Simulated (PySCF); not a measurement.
**Computed properties of C₃H₆BFO₂, SMILES C[C@]1(F)OCB1O**

C3H6BFO2, SMILES C[C@]1(F)OCB1O. Geometry: PBE0-D3(BJ)/def2-SVP. The structure was generated by enumeration; whether it is a known compound was not checked. The values are those of a single conformer. All values are computed for the isolated molecule unless a solvent is named; none is compared with measurement here.

**Structure.** All 33 harmonic modes at PBE0-D3(BJ)/def2-SVP (PySCF) are real, so it is a minimum. With heavy atoms numbered as in [CH3:1][C@:2]1([F:3])[O:4][CH2:5][B:6]1[OH:7], the shortest bond between them is B6–O7 at 1.334 Å and the longest C2–B6 at 1.609 Å.

**Vibrations.** The strongest infrared lines (harmonic, unscaled, degenerate partners summed) lie at 1573 cm⁻¹ (288 km/mol, B 68 %, O 19 %, C 10 %), 1110 cm⁻¹ (148 km/mol, H 55 %, C 17 %, B 17 %, O 11 %), 1197 cm⁻¹ (120 km/mol, C 59 %, H 24 %, O 8 %). The softest mode is at 71 cm⁻¹ and the zero-point energy is 61.4 kcal/mol.

**Electronic structure.** B3LYP/def2-TZVP (PySCF) places the frontier levels at -7.73 and -0.71 eV, a gap of 7.02 eV, and gives a dipole moment of 2.79 D and a mean polarisability of 55.2 bohr³. PBE/def2-TZVP (PySCF) at the same geometry gives -6.38 and -1.50 eV, so its gap is 2.14 eV narrower. An orbital gap is neither the optical nor the fundamental gap.

**Excitations.** TDDFT-ωB97X/def2-SVPD (PySCF) has S1 at 6.06 eV (204 nm, f = 0.002, dark); the most intense of the 10 singlets computed lies at 9.25 eV (f = 0.03). T1 (TDA) is at 5.47 eV. TDDFT-PBE/def2-SVPD (PySCF) puts S1 at 5.07 eV. No vertical singlet excitation falls in the visible range (under 3.1 eV).

**NMR.** GIAO shifts at B3LYP/pcSseg-1 (PySCF) (non-relativistic, atoms alike by connectivity averaged): ¹³C from 23.6 to 129.0 ppm against TMS; ¹H from 1.5 to 5.8 ppm against TMS; ¹⁹F at -142.9 ppm against CFCl3; ¹¹B at 38.6 ppm against BF3.
